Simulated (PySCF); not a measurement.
Isomers of C7H13OP, mass 144.070 u with the commonest isotopes. Computed with PBE0/pcSseg-1 in PySCF (dipole) on a GFN2-xTB geometry, gas phase. One conformer each, none proved a minimum here; rigid rotors.

Question: Order these by rotational constant B, smallest first.
A. `[CH3:1][C:2]1=[C:3]([CH:4]([CH3:5])[CH3:6])[P@:7]1([CH3:8])=[O:9]` with C2–C3–C4–C5 -120°
B. `[CH2:1]=[CH:2][C@@H:3]1[CH2:4][CH2:5][CH2:6][P@:7]1([CH3:8])=[O:9]` with C1–C2–C3–C4 -127°, C2–C3–C4–C5 -162°, C3–C4–C5–C6 53°, C4–C5–C6–P7 -35°, C5–C6–P7–C8 -101°
C. `[CH3:1][O:2][C:3]1=[C:4]([CH3:5])[CH2:6][P:7]([CH3:8])[CH2:9]1` with C1–O2–C3–C4 178°, C3–C4–C6–P7 16°, C4–C6–P7–C8 77°, C6–P7–C9–C3 20°, O2–C3–C9–P7 167°
D. `[CH3:1][C@@H:2]1[CH2:3][P@:4]1(=[O:5])[CH:6]1[CH2:7][CH2:8][CH2:9]1` with C3–P4–C6–C7 106°, C1–C2–C3–P4 -120°, C2–C3–P4–O5 -107°, P4–C6–C7–C8 127°, C6–C7–C8–C9 -11°
E. `CC1=C[P@]1(=O)C(C)(C)C`
F. `[CH2:1]=[P@:2]1([CH3:3])[CH2:4][CH:5]=[C:6]([O:7][CH3:8])[CH2:9]1` with C5–C6–O7–C8 0°, C1–P2–C4–C5 -164°, P2–C4–C5–C6 19°, C5–C6–C9–P2 -19°, C1–P2–C9–C6 146°

Answer: F (807.2 MHz), D (968.8 MHz), A (1010 MHz), E (1088 MHz), C (1118 MHz), B (1280 MHz).

Question: Order these by radius of gyration √(Σ m r²/M), smallest first.
A. `[CH3:1][O:2][C:3]1=[C:4]([CH3:5])[CH2:6][P:7]([CH3:8])[CH2:9]1` with C1–O2–C3–C4 178°, C3–C4–C6–P7 16°, C4–C6–P7–C8 77°, C6–P7–C9–C3 20°, O2–C3–C9–P7 167°
B. `[CH3:1][C:2]1=[C:3]([CH:4]([CH3:5])[CH3:6])[P@:7]1([CH3:8])=[O:9]` with C2–C3–C4–C5 -120°
C. `[CH2:1]=[P@:2]1([CH3:3])[CH2:4][CH:5]=[C:6]([O:7][CH3:8])[CH2:9]1` with C5–C6–O7–C8 0°, C1–P2–C4–C5 -164°, P2–C4–C5–C6 19°, C5–C6–C9–P2 -19°, C1–P2–C9–C6 146°
D. `CC1=C[P@]1(=O)C(C)(C)C`
E. `[CH2:1]=[CH:2][C@@H:3]1[CH2:4][CH2:5][CH2:6][P@:7]1([CH3:8])=[O:9]` with C1–C2–C3–C4 -127°, C2–C3–C4–C5 -162°, C3–C4–C5–C6 53°, C4–C5–C6–P7 -35°, C5–C6–P7–C8 -101°

Answer: E (2.050 Å), D (2.077 Å), A (2.151 Å), B (2.198 Å), C (2.233 Å).

Question: Order these by out-of-plane moment Σ m c² = (Ia + Ib − Ic)/2, smallest first.
A. `[CH3:1][C:2]1=[C:3]([CH:4]([CH3:5])[CH3:6])[P@:7]1([CH3:8])=[O:9]` with C2–C3–C4–C5 -120°
B. `[CH2:1]=[P@:2]1([CH3:3])[CH2:4][CH:5]=[C:6]([O:7][CH3:8])[CH2:9]1` with C5–C6–O7–C8 0°, C1–P2–C4–C5 -164°, P2–C4–C5–C6 19°, C5–C6–C9–P2 -19°, C1–P2–C9–C6 146°
C. `CC1=C[P@]1(=O)C(C)(C)C`
D. `[CH2:1]=[CH:2][C@@H:3]1[CH2:4][CH2:5][CH2:6][P@:7]1([CH3:8])=[O:9]` with C1–C2–C3–C4 -127°, C2–C3–C4–C5 -162°, C3–C4–C5–C6 53°, C4–C5–C6–P7 -35°, C5–C6–P7–C8 -101°
E. `[CH3:1][O:2][C:3]1=[C:4]([CH3:5])[CH2:6][P:7]([CH3:8])[CH2:9]1` with C1–O2–C3–C4 178°, C3–C4–C6–P7 16°, C4–C6–P7–C8 77°, C6–P7–C9–C3 20°, O2–C3–C9–P7 167°
F. `[CH3:1][C@@H:2]1[CH2:3][P@:4]1(=[O:5])[CH:6]1[CH2:7][CH2:8][CH2:9]1` with C3–P4–C6–C7 106°, C1–C2–C3–P4 -120°, C2–C3–P4–O5 -107°, P4–C6–C7–C8 127°, C6–C7–C8–C9 -11°

Answer: E (55.71 u·Å²), F (65.49 u·Å²), B (67.84 u·Å²), D (77.38 u·Å²), C (91.47 u·Å²), A (119.36 u·Å²).

```csv
SMILES,point group,Ia (u·Å²),Ib (u·Å²),Ic (u·Å²),κ,μa (D),μb (D),μc (D)
CC1=C(C(C)C)[P@]1(C)=O,C1,315.05,500.21,576.54,-0.63,2.08,1.96,3.36
COC1=C(C)CP(C)C1,C1,270.33,451.97,610.89,-0.44,0.91,1.01,0.56
CC1=C[P@]1(=O)C(C)(C)C,C1,248.71,464.30,530.07,-0.75,0.48,4.10,0.64
C[C@@H]1C[P@]1(=O)C1CCC1,C1,210.65,521.67,601.33,-0.84,0.17,3.52,1.81
C=C[C@@H]1CCC[P@]1(C)=O,C1,288.34,394.77,528.36,-0.19,0.94,2.37,3.18
C=[P@]1(C)CC=C(OC)C1,C1,159.86,626.09,650.27,-0.97,3.46,0.20,1.06
```
